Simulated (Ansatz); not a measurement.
Computed with Ansatz on PBE0-D4/def2-TZVP structures; ΔE is electronic, products minus reactants. CCSD(T)/CBS adds triple-zeta CCSD(T) − MP2 to the extrapolated MP2 energy (def2 sets, frozen cores). Functionals use def2-TZVPP. def2 core potentials past Kr. For Te outer-core shells are correlated without core-valence functions, which leaves a few kJ/mol of doubt a bond. One conformer a species, not always the lowest.

Reaction (formal exchange of groups at a B–C bond): `CB[TeH]` + `O=CC1(O)CC1` → `O=CB[TeH]` + `CC1(O)CC1`

**Question.** Is it downhill or uphill in electronic energy at CCSD(T)/CBS, and by how much? (Best estimate.)

**Answer.** Ansatz gave: Uphill: ΔE = +13.4 kcal/mol.

**Question.** What do these levels give: ωB97M-V, r2SCAN, CCSD(T)/def2-TZVPP, MP2/def2-QZVPP, HF/CBS(def2), CCSD/CBS(def2)? (Best estimate.)

**Answer.** The calculation gave: ωB97M-V 14.6, r2SCAN 16.3, CCSD(T)/def2-TZVPP 13.4, MP2/def2-QZVPP 14.5, HF/CBS(def2) 13.3, CCSD/CBS(def2) 13.1 kcal/mol.

Largest T1 diagnostic among the species: 0.017.
